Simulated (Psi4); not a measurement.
H₈O₄Si₃ (SMILES O[Si](O)(O[SiH3])O[SiH3]), singlet, geometry from GFN2-xTB, atoms displaced at random by about 0.03 Å a coordinate; PBE0/STO-3G, gradient (Psi4 1.11).

Input for Psi4:
```
memory 2 GB

molecule {
0 1
O     0.21285911   -2.36628946    0.10025432
Si    0.05504145   -0.82239047    0.37412691
O     0.03331489   -0.69296360    2.00119379
O    -1.34130838   -0.34626447   -0.27642290
Si   -2.08738895    0.96813923   -0.89886483
O     1.26273664    0.06929883   -0.21122579
Si    1.96762518    1.41853899   -0.28571822
H     0.24086759   -2.73097682   -0.90073760
H    -0.43884748   -1.27718360    2.56703308
H    -1.36616002    1.40405755   -2.14395317
H    -2.11942725    2.11135357    0.03757873
H    -3.42100238    0.39260165   -1.24384879
H     2.82976166    1.31554148   -1.37953389
H     0.95470231    2.45651185   -0.34574690
H     2.70329948    1.65931374    1.06343417
symmetry c1
no_reorient
no_com
}

set {
  basis sto-3g
}

gradient('pbe0')
print_variables()
```

It wrote (shortened):

```
gradient() will perform analytic gradient computation.

   => Loading Basis Set <=

    Name: STO-3G
    Role: ORBITAL
    Keyword: BASIS

         ---------------------------------------------------------
                                   SCF
               by Justin Turney, Rob Parrish, Andy Simmonett
                          and Daniel G. A. Smith
                              RKS Reference
         ---------------------------------------------------------

  ==> Geometry <==

    Molecular point group: c1
    Full point group: C1

    Geometry (in Angstrom), charge = 0, multiplicity = 1:

       Center              X                  Y                   Z               Mass
    ------------   -----------------  -----------------  -----------------  -----------------
         O            0.212859110000    -2.366289460000     0.100254320000    15.994914619570
         SI           0.055041450000    -0.822390470000     0.374126910000    27.976926534650
         O            0.033314890000    -0.692963600000     2.001193790000    15.994914619570
         O           -1.341308380000    -0.346264470000    -0.276422900000    15.994914619570
         SI          -2.087388950000     0.968139230000    -0.898864830000    27.976926534650
         O            1.262736640000     0.069298830000    -0.211225790000    15.994914619570
         SI           1.967625180000     1.418538990000    -0.285718220000    27.976926534650
         H            0.240867590000    -2.730976820000    -0.900737600000     1.007825032230
         H           -0.438847480000    -1.277183600000     2.567033080000     1.007825032230
         H           -1.366160020000     1.404057550000    -2.143953170000     1.007825032230
         H           -2.119427250000     2.111353570000     0.037578730000     1.007825032230
         H           -3.421002380000     0.392601650000    -1.243848790000     1.007825032230
         H            2.829761660000     1.315541480000    -1.379533890000     1.007825032230
         H            0.954702310000     2.456511850000    -0.345746900000     1.007825032230
         H            2.703299480000     1.659313740000     1.063434170000     1.007825032230

  Running in c1 symmetry.

  Rotational constants: A =      0.05127  B =      0.04261  C =      0.02840 [cm^-1]
  Rotational constants: A =   1537.09712  B =   1277.28150  C =    851.48272 [MHz]
  Nuclear repulsion =  598.481574356610849

  Charge       = 0
  Multiplicity = 1
  Electrons    = 82
[...]
  @DF-RKS Final Energy: -1159.33607363166379
    Total Energy =                      -1159.3360736316637940
[...]

    Deriv               =              1
    GGA                 =           TRUE
    Meta                =          FALSE

    Exchange Hybrid     =           TRUE
    MP2 Hybrid          =          FALSE

   => Exchange Functionals <=

    0.7500   Perdew, Burke & Ernzerhof

   => Exact (HF) Exchange <=

    0.2500               HF

   => Correlation Functionals <=

    1.0000   Perdew, Burke & Ernzerhof

   => LibXC Density Thresholds  <==

    XC_HYB_GGA_XC_PBEH:  1.00E-15

   => Molecular Quadrature <=

    Radial Scheme          =       TREUTLER
    Pruning Scheme         =           NONE
    Nuclear Scheme         =       TREUTLER

    Blocking Scheme        =         OCTREE
    BS radius alpha        =              1
    Pruning alpha          =              1
    Radial Points          =             75
    Spherical Points       =            302
    Total Points           =         315989
    Total Blocks           =           2383
    Max Points             =            256
    Max Functions          =             49
    Weights Tolerance      =       1.00E-15

  -Total Gradient:
     Atom            X                  Y                   Z
    ------   -----------------  -----------------  -----------------
       1       -0.014534368126     0.100848006453     0.058582160819
       2        0.011258268565    -0.050152805289    -0.006183522939
       3       -0.051119377782    -0.067967953125     0.021264929258
       4        0.006945568897     0.005567899497    -0.000870923900
       5        0.004103442942    -0.003991483268     0.021557593414
       6        0.050134655093     0.103451239800    -0.004516684782
       7       -0.041055296044    -0.088482769542    -0.067182779672
       8        0.002796680874    -0.030405349706    -0.051928429420
       9        0.040645473669     0.053723406446    -0.028215968408
      10        0.014173852916     0.003535622235    -0.017913762333
      11        0.004310429587     0.009657525249     0.008430712142
      12       -0.013505166178    -0.019294751783    -0.003316682341
      13       -0.020757906552    -0.010863438026     0.022551411077
      14       -0.005494162784    -0.007704898436     0.008495837525
      15        0.011977207913     0.001706074724     0.039367175979

  Variable Map:
  ----------------------------------------------------------------------------
[...]
  Array Variable Map:
  ----------------------------------------------------------------------------
[...]
[...]
```
